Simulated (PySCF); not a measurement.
CH7ClN2Si.

```xyz
12

N     -2.2124    -1.2264     0.7463
C     -1.5236    -0.3307    -0.1772
Si     0.2215     0.0965     0.3784
N      1.1029    -1.3742     0.5482
Cl     1.0575     1.4364    -0.9982
H     -2.3786    -0.7589     1.6358
H     -1.6167    -2.0253     0.9611
H     -2.1133     0.5904    -0.3174
H     -1.4812    -0.7898    -1.1818
H      0.2543     0.7610     1.7113
H      1.9362    -1.3863     1.1267
H      1.2289    -1.9734    -0.2618
```
Charge 0, spin multiplicity 1.

Geometry: PBE0-D3(BJ)/def2-SVP. The structure was generated by enumeration; whether it is a known compound was not checked. Other conformers were not sampled.

Computed with PySCF with KT2/pcSseg-1. Non-relativistic, no solvent.

Computed absolute GIAO shielding of each atom: isotropic value and principal components (ppm):
```csv
atom,σ(iso),σ11,σ22,σ33,span
N1,238.8,199.6,244.3,272.5,72.9
C2,147.0,120.1,137.6,183.2,63.2
Si3,368.6,329.5,355.9,420.3,90.9
N4,231.8,215.4,225.5,254.5,39.0
Cl5,855.8,736.8,841.7,988.9,252.1
H6,31.4,24.8,28.8,40.5,15.7
H7,30.9,23.7,30.1,38.8,15.1
H8,28.7,24.1,29.1,33.0,8.9
H9,28.9,24.2,29.2,33.2,8.9
H10,26.4,22.8,24.8,31.5,8.7
H11,30.1,23.8,26.0,40.7,16.9
H12,30.8,24.8,26.9,40.6,15.8
```
